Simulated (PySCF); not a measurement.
# Spinor energies of Co (cobalt, neutral)

Start: [Ar] 3d8 4s1; 3d3/2 filled at m_j = -1/2, +1/2, +3/2; 3d5/2 filled at m_j = -3/2, -1/2, +1/2, +3/2, +5/2; 4s1/2 filled at m_j = +1/2. Calculated with PySCF 2.14 in x2c-SVPall-2c with one added diffuse shell each of s, d type (6s5p4d1f, 48 functions): generalised Hartree-Fock with the X2C-1e Hamiltonian and a Gaussian nucleus; one run each with spin-orbit coupling (SO) switched off, then screened by Boettger's factors. This is a chosen level, not necessarily the ground level.

| spinor shell | electrons | ε, spin-free (eV) | ε, screened SO (eV) | weight of nominal j (screened SO) | rms radius, screened SO (bohr) |
| --- | --- | --- | --- | --- | --- |
| 1s1/2 | 2 | -7768.1 | -7768.1 | 1.000 | 0.0649 |
| 2s1/2 | 2 | -958.19 | -958.15 | 1.000 | 0.276 |
| 2p1/2 | 2 | -816.27 | -826.79 | 0.999 | 0.247 |
| 2p3/2 | 4 | -816.27 | -811.07 | 0.999 | 0.250 |
| 3s1/2 | 2 | -119.83 | -119.82 | 1.000 | 0.835 |
| 3p1/2 | 2 | -76.876 | -80.268 | 0.785 | 0.894 |
| 3d5/2 | 5 | -11.514 | -11.855 | 0.624 | 1.31 |
| 3d3/2 | 3 | -11.514 | -10.946 | 0.645 | 1.33 |
| 4s1/2 | 1 | -6.465 | -6.465 | 1.000 | 3.69 |

Q: Where does 3p3/2 lie, and what is the 3p spin-orbit splitting (screened SO)?

A: At -75.174 eV, 5.094 eV above 3p1/2.

```tsv
quantity	spin-free	screened SO
E (hartree)	-1391.58498	-1391.60647
M_J	9/2	9/2
⟨J²⟩	24.761	24.761
⟨L²⟩	12.008	12.013
⟨S²⟩	3.753	3.752
```

Each row is a mean over spinors that exchange with the open shell spreads, by up to 9.614 eV (3p3/2).

Rows whose weight is well below 1 are mixtures of j = l ± 1/2: exchange outweighs spin-orbit coupling there, and the label is only the starting occupation.

Without spin-orbit coupling the j labels of p, d and f shells carry no meaning; the spin-free column gives the mean over the occupied spinors of each nl shell.
